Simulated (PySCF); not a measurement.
**Diatomics of H with group 13**

HF with double-zeta basis sets in PySCF, for the lowest determinant that a PBE0 search found; no spin–orbit coupling. De refers to high-spin ground-configuration atoms. A positive dipole means M(−)H(+).

```csv
M,basis,reference,state (unpaired electrons),Re (Å),ωe (cm⁻¹),De (eV),μ (D)
B,cc-pVDZ,RHF,singlet (closed shell),1.236,2493,2.61,1.66
Al,def2-SVP,RHF,singlet (closed shell),1.646,1762,2.29,0.29
Ga,x2c-SVPall,RHF,singlet (closed shell),1.664,1681,2.06,-0.04
In,def2-SVP,RHF,singlet (closed shell),1.851,1523,1.80,-0.36
Tl,def2-SVP,RHF,singlet (closed shell),1.907,1419,1.59,-1.09
```

The shortest bond is that of BH (1.236 Å), the longest that of TlH (1.907 Å). BH is bound most strongly (2.61 eV) and TlH least (1.59 eV).

The rows differ in basis set, which adds steps of its own.

Relativity is treated differently too: B no relativity; Al no relativity; Ga spin-free X2C; In scalar-relativistic core potentials; Tl scalar-relativistic core potentials.

Down a group bonds as a rule get longer and wavenumbers fall, partly through the reduced mass; this series shows no clear exception.

Spin–orbit coupling is left out, which matters for elements this heavy, above all for dissociation energies. Where the molecule has an RHF reference, its open-shell atoms are computed with UHF. Hartree–Fock leaves out correlation, which carries a large part of most bond energies and some tenths to 1 eV of ionisation energies.
